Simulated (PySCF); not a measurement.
sodium atom (Na), doublet; PySCF with MN15/6-31G*.

PySCF was given this input:
```python
from pyscf import gto, scf, dft

mol = gto.M(
    atom='''
Na    0.00000000    0.00000000    0.00000000
''',
    basis='6-31g*',
    spin=1,
    verbose=4,
)

mf = dft.UKS(mol)
mf.xc = 'mn15'
mf.grids.radi_method = dft.radi.gauss_chebyshev
mf.kernel()
```

The log (banner, timings and long lists left out):

```
PySCF version 2.14.0

[INPUT] verbose = 4
[INPUT] num. atoms = 1
[INPUT] num. electrons = 11
[INPUT] charge = 0
[INPUT] spin (= nelec alpha-beta = 2S) = 1
[INPUT] symmetry False subgroup None
[INPUT] Mole.unit = angstrom
[INPUT] Symbol           X                Y                Z      unit          X                Y                Z       unit  Magmom
[INPUT]  1 Na     0.000000000000   0.000000000000   0.000000000000 AA    0.000000000000   0.000000000000   0.000000000000 Bohr   0.0

nuclear repulsion = 0
number of shells = 8
number of NR pGTOs = 51
number of NR cGTOs = 18
basis = 6-31g*
ecp = {}

******** <class 'pyscf.dft.uks.UKS'> ********
method = UKS
initial guess = minao
damping factor = 0
level_shift factor = 0
DIIS = <class 'pyscf.scf.diis.CDIIS'>
diis_start_cycle = 1
diis_space = 8
diis_damp = 0
SCF conv_tol = 1e-09
SCF conv_tol_grad = None
SCF max_cycles = 50
direct_scf = True
direct_scf_tol = 1e-13
number electrons alpha = 6  beta = 5
XC library pyscf.dft.libxc version 7.1.2
    S. Lehtola, C. Steigemann, M. J. T. Oliveira, and M. A. L. Marques,  SoftwareX 7, 1–5 (2018)
XC functionals = mn15
    H. S. Yu, X. He, S. L. Li, and D. G. Truhlar,  Chem. Sci. 7, 5032–5051 (2016)
    H. S. Yu, X. He, S. L. Li, and D. G. Truhlar,  Chem. Sci. 7, 5032–5051 (2016)
radial grids: Gauss-Chebyshev [JCP 108, 3226 (1998); DOI:10.1063/1.475719) radial grids
becke partition: Becke, JCP 88, 2547 (1988); DOI:10.1063/1.454033
pruning grids: <function nwchem_prune>
grids dens level: 3
symmetrized grids: False
atomic radii adjust function: <function treutler_atomic_radii_adjust>
small_rho_cutoff = 0
Set gradient conv threshold to 3.16228e-05
tot grids = 17000
init E= -162.14353824635

cycle= 1 E= -162.166510173901  delta_E= -0.023  |g|= 0.0193  |ddm|= 0.456
cycle= 2 E= -162.16728690725  delta_E= -0.000777  |g|= 0.00204  |ddm|= 0.193
cycle= 3 E= -162.167302146474  delta_E= -1.52e-05  |g|= 0.000295  |ddm|= 0.0239
cycle= 4 E= -162.167302288032  delta_E= -1.42e-07  |g|= 2.85e-05  |ddm|= 0.00246
cycle= 5 E= -162.167302291313  delta_E= -3.28e-09  |g|= 3.34e-06  |ddm|= 0.000337
cycle= 6 E= -162.167302291363  delta_E= -5.01e-11  |g|= 1.85e-07  |ddm|= 4.53e-05
Extra cycle  E= -162.167302291363  delta_E= -2.56e-13  |g|= 1.48e-08  |ddm|= 2.67e-06
converged SCF energy = -162.167302291363  <S^2> = 0.75015705  2S+1 = 2.000157
```
